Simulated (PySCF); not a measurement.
**Electron correlation in Li (lithium, neutral)**

[He] 2p1, 2P determinant (an excited configuration). Computed with PySCF 2.14 in x2c-TZVPPall with one added diffuse shell each of s, p type (6s4p1d, 23 functions), with scalar relativity by spin-free X2C-1e. Frozen: nothing; 3 electrons correlated.

MP2 pair energies summed by pair of shells (mhartree):

```csv
pair,energy,share (%)
1s-1s,-29.99,97.5
1s-2p,-0.77,2.5
```

Total MP2 correlation energy: -30.76 mhartree.

Same-spin part -0.42 and opposite-spin part -30.34 mhartree; SCS-MP2 scales them by 1/3 and 6/5 to -36.54 mhartree.

This basis was not built for core-valence correlation, so the inner-shell part is incomplete.
